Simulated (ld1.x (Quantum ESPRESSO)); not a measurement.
An all-electron radial function and its pseudo partner (Sc (Z = 21))

Columns: radius, all-electron u(r) and pseudo u(r) of the 3p shell (level -48.95 eV) of scandium in the configuration [Ne] 3s2 3p6 3d1 4s0 4p0; PBE, scalar-relativistic, TM scheme, ld1.x (Quantum ESPRESSO) 7.5.

```tsv
r (bohr)	all-electron	pseudo
0.080	0.2841	-0.0183
0.160	0.4947	-0.0717
0.240	0.4499	-0.1561
0.320	0.2430	-0.2648
0.400	-0.0260	-0.3892
0.480	-0.2931	-0.5198
0.560	-0.5252	-0.6466
0.640	-0.7096	-0.7609
0.720	-0.8444	-0.8553
0.800	-0.9330	-0.9254
0.880	-0.9817	-0.9690
0.960	-0.9979	-0.9870
1.040	-0.9891	-0.9818
1.120	-0.9615	-0.9577
1.200	-0.9208	-0.9193
1.280	-0.8713	-0.8708
1.360	-0.8165	-0.8164
1.440	-0.7590	-0.7590
1.520	-0.7009	-0.7009
1.600	-0.6437	-0.6437
1.680	-0.5883	-0.5883
1.760	-0.5355	-0.5355
1.840	-0.4858	-0.4858
1.920	-0.4393	-0.4393
2.000	-0.3962	-0.3962
2.080	-0.3565	-0.3565
```

Question: How many radial nodes do the two functions have?

Answer: The all-electron 3p function has n − l − 1 = 1; the pseudo-wave has 0, since the states of the same l below it are removed with the core.

Question: At about which radius was the pseudo-wave matched?

Answer: 1.55 bohr. The columns agree to 0.0005 from 1.28 bohr on; several derivatives are matched, so the curves merge somewhat inside the radius.

Question: Is the pseudo-wave norm-conserving?

Answer: Yes: the TM scheme keeps the norm inside the radius equal to the all-electron one, which fixes the energy derivative of the logarithmic derivative at the level.
